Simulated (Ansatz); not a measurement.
Cartesian coordinates in Å:
```
C -0.5361 0.4605 1.9848
Si 0.1878 0.9515 0.3386
C -0.3878 -0.2912 -0.9769
N 0.1706 -1.6329 -0.7986
C 0.7895 -1.3846 -1.8909
O 0.3647 -0.1508 -2.2420
H -0.1776 1.1198 2.7784
H -0.2467 -0.5638 2.2291
H -1.6270 0.5151 1.9684
H 1.6717 0.8988 0.3402
H -0.2625 2.3093 -0.0717
H -1.4614 -0.2888 -1.1850
H 1.5148 -1.9428 -2.4744
```

Total charge 0; spin multiplicity 1.

Q: List the PBE/def2-TZVPP orbital energies in eV (Ansatz). (Best estimate.)

A: The calculation gave: Occupied: -1779.58, -511.51, -380.29, -271.28, -271.15, -268.78, -137.35, -94.10, -94.07, -94.06, -28.30, -22.01, -17.75, -17.20, -13.94, -13.04, -12.50, -11.50, -11.22, -10.22, -10.04, -9.07, -8.15, -8.13, -7.50, -6.71, -6.60. Lowest empty: -0.94, -0.43, 0.21, 0.74, 1.05, 1.38, 1.51, 1.61.
